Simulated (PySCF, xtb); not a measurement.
CH₂F, SMILES [CH2]F (connectivity only; charge and spin as stated), charge +1, multiplicity 1.

GFN2-xTB run with xtb at its own geometry gives an orbital gap of 2.63 eV.

Coordinates come from a PBE0-D3(BJ)/def2-TZVPD optimisation. The multiplicity is an assumed one; other spin states were not compared. The isomer is the one that the SMILES or the coordinates give; other isomers of the formula were not compared.

What does ωB97X/def2-TZVPD (PySCF) give? (An estimate is asked for; the answer gives what the named calculation found.)

gap 13.24 eV (levels -22.40 and -9.16 eV).
